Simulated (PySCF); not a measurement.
**`COC(=O)/C(F)=C/F`, C4H4F2O2**

Geometry (Å), atoms numbered from 1 in this order:
```xyz
12

C    -2.2525    0.3844   -0.1851
O    -0.8938    0.7640   -0.0104
C    -0.0147   -0.2234    0.0823
O    -0.2794   -1.3979    0.0301
C     1.3722    0.2892    0.2627
F     1.5161    1.6201    0.3011
C     2.4007   -0.5494    0.3789
F     3.6572   -0.1590    0.5413
H    -2.8185    1.3102   -0.2413
H    -2.3678   -0.1961   -1.1023
H    -2.5866   -0.2220    0.6587
H     2.2684   -1.6208    0.3460
```

The calculation used PySCF, GIAO B3LYP/pcSseg-1 magnetisability, rotational g tensor and spin-rotation constants, non-relativistic, gas phase. Geometry: GFN2-xTB.

Task: Give the nuclear spin-rotation constants along the inertial axes (H = +C I·J) beside the isotropic shieldings.

Result: Rotational constants 4.9660, 1.1784, 0.9581 GHz. A star marks the isotopologue with that one atom substituted, in its own axes.
| atom | isotope | Caa (kHz) | Cbb (kHz) | Ccc (kHz) | mean (kHz) | σ (ppm) |
| --- | --- | --- | --- | --- | --- | --- |
| F6 | 19F | 5.567 | 1.365 | 0.139 | 2.357 | 330.4 |
| F8 | 19F | 7.233 | 1.640 | -0.112 | 2.921 | 312.3 |
| H9 | 1H | -0.287 | 0.007 | -0.102 | -0.128 | 27.8 |
| H10 | 1H | -0.456 | -0.070 | -0.005 | -0.177 | 27.7 |
| H11 | 1H | -0.456 | -0.070 | -0.004 | -0.177 | 27.7 |
| H12 | 1H | -0.500 | 0.124 | -0.103 | -0.160 | 24.2 |
| C1 | 13C* | 0.785 | 0.275 | 0.206 | 0.422 | 126.9 |
| O2 | 17O* | -1.385 | -0.279 | -0.099 | -0.588 | 144.5 |
| C3 | 13C* | 2.642 | 0.397 | 0.255 | 1.097 | 12.0 |
| O4 | 17O* | -2.413 | -0.692 | -0.053 | -1.053 | -64.6 |
| C5 | 13C* | 2.092 | 0.452 | 0.235 | 0.926 | 31.2 |
| C7 | 13C* | 1.853 | 0.530 | 0.237 | 0.873 | 25.7 |

For the geometry as given, no vibrational averaging.

Task: How do the rotational constants and the g tensor change when H9, H10, H11, H12 are replaced by deuterium?

Result: Constants 4.6890, 1.0825, 0.8893 GHz; g -0.0596, -0.0125, -0.0062, against -0.0628, -0.0136, -0.0066 before.
